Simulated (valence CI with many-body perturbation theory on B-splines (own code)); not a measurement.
**Ce9+: calculated level list**

Level of theory: relativistic CI+MBPT: three valence electrons over a frozen Dirac-Fock core [Kr] 4d10, a basis of 7 s, 7 p, 7 d, 7 f, 4 g, 2 h functions for each j, with the one-electron correlation potential Σ1, the two-electron term Σ2, the three-electron term Σ3, Breit, model QED; selected CI, second order for the rest, scaled by the run's own slope (own B-spline code, finite nucleus).

No measured levels were compared; by estimate levels hold to about 250 cm⁻¹ or 0.2 % of their energy and the worst to 1 %, as in measured heavy ions of charge 2 to 7; those with d or f electrons hold less well.

Levels 181 to 216 of 216, with energies above the lowest level, 5s²5p ²P°_1/2. "Leading %" is the weight of the configuration and term that name the level; weights of strongly mixed levels are sums over their largest components and can fall short. Lifetimes count E1, E2, E3, M1 and M2 decay at the calculated energies, and are blank where another channel may lead or the interval is too uncertain; long ones can be off by a factor of two.

```
No.  Configuration  Term     J  E (eV)  Leading %      g  Lifetime
181         4f5s5d   ⁴G°   7/2  58.019         57  0.956   31.9 ps
182         4f5s5d   ²G°   7/2  58.058         50  0.992   33.9 ps
183          4f²5p   ⁴P°   5/2  58.125         38  1.461   70.1 ps
184          4f²5p   ²P°   1/2  58.159         41  0.708    115 ps
185         4f5s5d   ⁴G°   9/2  58.189         55  1.141   32.6 ps
186         4f5s5d   ²G°   9/2  58.267         34  1.184   34.0 ps
187         5s5p5d   ²P°   3/2  58.326         19  1.086   38.2 ps
188         4f5s5d   ⁴H°  13/2  58.352         99  1.230   39.5 ps
189         4f5s5d   ⁴G°  11/2  58.432         90  1.266   30.9 ps
190         4f5s5d   ²D°   5/2  58.561         40  1.206   46.1 ps
191         4f5s5d   ⁴D°   3/2  58.597         36  1.206   43.1 ps
192          4f²5p   ²H°   9/2  58.615         65  0.918    124 ps
193          4f²5p   ²K°  15/2  58.623         99  1.066    173 ps
194         4f5s5d   ⁴D°   1/2  58.773         81  0.078   25.9 ps
195         4f5s5d   ²F°   7/2  58.831         49  1.143   33.8 ps
196         4f5s5d   ²F°   5/2  58.927         50  0.963   34.3 ps
197         4f5s5d   ²D°   3/2  58.970         60  0.971   33.0 ps
198         4f5s5d   ⁴D°   3/2  59.085         32  1.247   43.5 ps
199         4f5s5d   ⁴D°   5/2  59.148         62  1.358   30.3 ps
200         4f5s5d   ⁴D°   7/2  59.211         71  1.419   27.2 ps
201          4f²5p   ²D°   5/2  59.258         37  1.220   45.3 ps
202          4f²5p   ²D°   3/2  59.347         48  0.973   64.5 ps
203         4f5s5d   ²P°   1/2  59.439         39  0.807   57.9 ps
204         4f5s5d   ⁴P°   3/2  59.725         68  1.652   29.2 ps
205         4f5s5d   ⁴P°   1/2  59.737         78  2.468   29.9 ps
206         4f5s5d   ²H°   9/2  59.851         83  0.909   31.8 ps
207         4f5s5d   ⁴P°   5/2  59.854         64  1.558   30.0 ps
208         5s5p5d   ²F°   7/2  59.980         77  1.146   75.9 ps
209            4f³   ⁴I°   9/2  60.112         97  0.730   2.52 ns
210         4f5s5d   ²H°  11/2  60.228         87  1.083   37.1 ps
211            4f³   ⁴I°  11/2  60.264         93  0.972    567 ps
212          4f²5p   ²P°   1/2  60.297         79  0.665   80.9 ps
213         4f5s5d   ²P°   3/2  60.404         32  1.218   29.2 ps
214            4f³   ⁴I°  13/2  60.431         99  1.107    269 ns
215            4f³   ⁴I°  15/2  60.611         99  1.199    221 ns
216         5s5p5d   ²F°   5/2  60.820         44  0.882   22.8 ps
```

Names give the largest LS component (configuration and term), which can be under half, so a name can repeat, a term be missing and a line seem to break the LS rules; names also repeat where a configuration has a term twice.

Where two levels of one J and parity lie close, their mixing, g and order are uncertain.
